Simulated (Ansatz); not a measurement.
Compare A (`[SiH3]C[SiH2]C=S`) with its isomer B (`[SiH3][SiH]1CCS1`).

Calculated with Ansatz (gas phase, PBE0-D4/def2-TZVP geometries, no zero-point term in ΔE). CBS: MP2 limit from def2 TZ/QZ plus the TZ coupled-cluster correction, frozen cores. Functionals use def2-TZVPP. B3LYP here is the variant with VWN-RPA as its local correlation; programs differ in this. One conformer a species, not always the lowest.

A:

```xyz
13

Si   -0.6795   -1.6384   -0.7468
C     0.6767   -0.3445   -0.7643
Si    0.1506    1.3037   -0.0846
C     0.1620    1.2755    1.8006
S     0.7339    0.0548    2.6837
H    -0.1254   -2.9951   -0.9999
H    -1.3879   -1.6485    0.5598
H    -1.6722   -1.3259   -1.8102
H     1.5175   -0.6997   -0.1595
H     1.0315   -0.2195   -1.7920
H    -1.2285    1.6731   -0.5135
H     1.0576    2.4129   -0.4960
H    -0.2363    2.1516    2.3226
```

B:

```xyz
13

Si    1.819   -0.212   -1.356
Si   -0.221   -0.858   -0.406
C    -0.572   -0.187    1.321
C    -1.415    0.987    0.789
S    -1.836    0.453   -0.935
H     1.763   -0.360   -2.835
H     2.079    1.215   -1.026
H     2.950   -1.033   -0.839
H    -0.463   -2.310   -0.637
H    -1.195   -0.892    1.876
H     0.262    0.112    1.957
H    -0.840    1.911    0.740
H    -2.330    1.175    1.351
```

(1) Which isomer does CCSD(T)/CBS put lower? Give the gap. (Estimate.)

(2) Give E(B) − E(A) in kJ/mol with MP2/def2-TZVPP, CCSD/def2-TZVPP, B2PLYP, CCSD(T)/def2-TZVPP, ωB97M-V, B3LYP, r2SCAN-D4. (Best estimate.)

Largest T1 diagnostic: 0.014.

Results:

(1) The calculation gave: B, by 80.1 kJ/mol.

(2) The calculation gave: MP2/def2-TZVPP -81.0, CCSD/def2-TZVPP -77.3, B2PLYP -74.4, CCSD(T)/def2-TZVPP -75.5, ωB97M-V -81.8, B3LYP -74.5, r2SCAN-D4 -91.4. None reverses the order clearly.

In def2-TZVPP, CCSD(T) changes the Hartree–Fock value by −5.3 kJ/mol (the triples alone add +1.8 kJ/mol) and MP2 by −10.8 kJ/mol. From PBE to PBE0 (25 % exact exchange), in def2-TZVPP and without D4, E(B) − E(A) moves by −7.9 kJ/mol.
